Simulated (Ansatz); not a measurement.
Isolated molecules relaxed with PBE0-D4/def2-TZVP in Ansatz; ΔE leaves out vibrations. CBS: MP2 limit from def2 TZ/QZ plus the TZ coupled-cluster correction, frozen cores. DFT in def2-TZVPP. B3LYP here is the variant with VWN-RPA as its local correlation; programs differ in this. HSE06 is defined as in plane-wave codes. For Zn outer-core shells are correlated without core-valence functions, which leaves a few kJ/mol of doubt a bond. Scalar relativity is left out up to krypton. Each species was taken in one conformer, which may not be the lowest.

Consider the formal exchange of groups at a Zn–C bond: `F[CH2][ZnH]` + `COBS` → `CO[BH][ZnH]` + `FCS`.

`F[CH2][ZnH]`:

Cartesian coordinates in Å:
```
F -0.191 1.316 1.080
C 0.045 0.681 -0.149
Zn -0.049 -1.272 0.105
H 1.024 1.016 -0.507
H -0.702 1.054 -0.858
H -0.128 -2.795 0.329
```

`COBS`:

Cartesian coordinates in Å:
```
C 0.936 1.213 0.010
O 0.485 -0.008 0.558
B -0.527 -0.701 0.010
S -1.000 -2.247 0.815
H 0.365 1.486 -0.882
H 0.831 1.999 0.761
H 1.992 1.116 -0.252
H -1.098 -0.317 -0.972
H -1.983 -2.540 -0.048
```

`CO[BH][ZnH]`:

Cartesian coordinates in Å:
```
C -0.406 -0.485 -1.529
O 0.391 -0.090 -0.426
B -0.137 0.215 0.775
Zn 1.167 0.781 2.308
H -0.248 0.220 -2.348
H -0.089 -1.477 -1.856
H -1.465 -0.506 -1.259
H -1.344 0.137 0.874
H 2.132 1.205 3.461
```

`FCS`:

```xyz
6

F     1.398   -0.484   -0.386
C     0.031   -0.354   -0.315
S    -0.493    1.291    0.155
H    -0.344   -1.095    0.391
H    -0.386   -0.535   -1.307
H    -0.206    1.177    1.462
```

Is it downhill or uphill in electronic energy at CCSD(T)/CBS, and by how much? (An estimate is asked.)

The calculation gave: Uphill: ΔE = +108.3 kJ/mol.

What do these levels give: ωB97X-V, B2PLYP, revPBE, B3LYP, HSE06, BHLYP? (Best estimate.)

Computed: ωB97X-V 106.5, B2PLYP 109.7, revPBE 102.5, B3LYP 107.1, HSE06 106.3, BHLYP 110.1 kJ/mol.

Largest T1 diagnostic among the species: 0.016.

Leaving LDA and LC-ωPBE aside and taking each functional with its dispersion term where it has one, the values, not all of them listed here, spread over 9.4 kJ/mol, from revPBE-D4 to r2SCAN0-D4. From BLYP to BHLYP (50 % exact exchange), in def2-TZVPP and without D4, ΔE moves by +5.6 kJ/mol.
